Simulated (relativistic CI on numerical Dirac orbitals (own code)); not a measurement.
**Slater and spin-orbit integrals, W17+**

These numbers are calculated, not measured: Dirac-Coulomb-Breit CI, separate exchange-only KLI orbitals for each configuration, model QED, unscaled Slater integrals (own radial code, finite nucleus).

Slater integrals F^k, G^k are unscaled and averaged over j, outside the closed core [Ar] 3d10; ζ comes from projecting the Hamiltonian with its Breit term on Σ l·s of the shell.

- 4s²4p⁶4d¹⁰4f¹¹: F^2(4f,4f) = 193640, F^4(4f,4f) = 124190, F^6(4f,4f) = 90159, ζ(4f) = 5577 cm⁻¹; <r>(4f) = 0.5215, <r^2>(4f) = 0.3204 (bohr units).
- 4s²4p⁶4d¹⁰4f¹⁰5s: F^2(4f,4f) = 196460, F^4(4f,4f) = 126120, F^6(4f,4f) = 91604, ζ(4f) = 5757.3, G^3(4f,5s) = 34782 cm⁻¹; <r>(4f) = 0.5153, <r^2>(4f) = 0.3125, <r>(5s) = 0.9058, <r^2>(5s) = 0.9128 (bohr units).
- 4s²4p⁶4d¹⁰4f¹⁰5p: F^2(4f,4f) = 196720, F^4(4f,4f) = 126310, F^6(4f,4f) = 91744, ζ(4f) = 5794.3, F^2(4f,5p) = 83589, G^2(4f,5p) = 29843, G^4(4f,5p) = 26623, ζ(5p) = 94056 cm⁻¹; <r>(4f) = 0.5148, <r^2>(4f) = 0.3119, <r>(5p) = 0.9761, <r^2>(5p) = 1.063 (bohr units).

Averages of the first 10 configurations, taken without configuration mixing, which lowers the lowest level and can move excited configurations by several eV; other configurations of the list can lie among them:

```tsv
Configuration	Parity	States	Average energy above the lowest level (eV)
4s²4p⁶4d¹⁰4f¹¹	odd	364	9.0
4s²4p⁶4d¹⁰4f¹⁰5s	even	2002	16.7
4s²4p⁶4d¹⁰4f¹⁰5p	odd	6006	65.2
4s²4p⁶4d¹⁰4f¹⁰5d	even	10010	131.0
4s²4p⁶4d⁹4f¹²	even	910	232.0
4s²4p⁶4d¹⁰4f¹⁰6s	even	2002	192.4
4s²4p⁵4d¹⁰4f¹²	odd	546	434.1
4s4p⁶4d¹⁰4f¹¹5s	odd	1456	593.7
4s4p⁶4d¹⁰4f¹¹6s	odd	1456	769.2
4p⁶4d¹⁰4f¹³	odd	14	1161.9
```
